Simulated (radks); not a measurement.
Isoelectronic series with 1 electrons, each ion in its NIST ground configuration. Calculated with a radial shooting solver on a logarithmic mesh with Libxc functionals: non-relativistic Kohn-Sham, PBEsol, spin-polarised, spherical densities, point nucleus; open shells are filled with parallel spins first. Total energies (hartree) and screening constants sigma, defined by e = -(Z - sigma)^2 / (2 n^2) hartree:

\begin{tabular}{lrrr}
ion & configuration & E (hartree) & 1s up \\ \hline
H & 1s1 & -0.48872 & 0.263 \\
He+ & 1s1 & -1.96957 & 0.253 \\
Li2+ & 1s1 & -4.44997 & 0.251 \\
Be3+ & 1s1 & -7.93025 & 0.250 \\
B4+ & 1s1 & -12.41048 & 0.249 \\
C5+ & 1s1 & -17.89069 & 0.249 \\
N6+ & 1s1 & -24.37089 & 0.249 \\
O7+ & 1s1 & -31.85109 & 0.249 \\
F8+ & 1s1 & -40.33128 & 0.249 \\
Ne9+ & 1s1 & -49.81147 & 0.248 \\
Mg11+ & 1s1 & -71.77185 & 0.248 \\
Al12+ & 1s1 & -84.25204 & 0.248 \\
Si13+ & 1s1 & -97.73223 & 0.248 \\
P14+ & 1s1 & -112.21242 & 0.248 \\
S15+ & 1s1 & -127.69261 & 0.248 \\
Cl16+ & 1s1 & -144.17280 & 0.248 \\
Ar17+ & 1s1 & -161.65298 & 0.248 \\
K18+ & 1s1 & -180.13317 & 0.248 \\
Ca19+ & 1s1 & -199.61336 & 0.248 \\
Sc20+ & 1s1 & -220.09355 & 0.248 \\
Ti21+ & 1s1 & -241.57374 & 0.248 \\
V22+ & 1s1 & -264.05393 & 0.248 \\
Cr23+ & 1s1 & -287.53412 & 0.248 \\
\end{tabular}
